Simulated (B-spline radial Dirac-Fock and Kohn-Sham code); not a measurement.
Kohn-Sham estimates against Dirac-Fock for the levels of Pb⁴⁺

System: Pb⁴⁺ in the configuration [Xe] 4f14 5d9 6s1 (not the ground configuration).

The density-functional columns are spherical, spin-unpolarised Dirac-Kohn-Sham results without Breit or QED terms: −ε is minus the orbital energy of the initial state and ΔSCF the difference of two total energies. The reference in the last column comes from ΔSCF Dirac-Fock with Breit, self-energy and vacuum polarisation, finite nucleus, configuration average. All numbers are from a radial atomic solver, in eV; a selection of levels is shown. For the 1s level of heavy atoms much of the gap between ΔSCF and the reference is the Breit and QED part, -494.0 eV here; for other levels the error of the functional can be larger.

```
level   LDA −ε  LDA ΔSCF  Dirac-Fock
   1s  87895.7   88540.2     88056.3
   2s  15749.0   15870.9     15924.1
2p1/2  15138.0   15295.7     15256.0
2p3/2  12951.0   13081.4     13091.6
   3s   3815.3    3852.8      3914.4
3p1/2   3537.2    3577.6      3616.0
3p3/2   3049.4    3085.3      3128.0
3d3/2   2587.6    2630.7      2643.3
   4s    899.0     917.1       955.7
4p1/2    778.3     796.4       826.2
4p3/2    658.6     675.7       706.0
4d3/2    460.9     477.8       495.1
4f5/2    182.2     198.6       197.4
4f7/2    177.2     193.4       192.6
5p1/2    148.3     158.3       162.8
5p3/2    125.4     134.9       140.3
   5d    65.36     73.57       72.11
   6s    50.25     55.75       52.95
```

Values without a named source are computed, but for edge energies of neutral atoms, which are taken from tables.
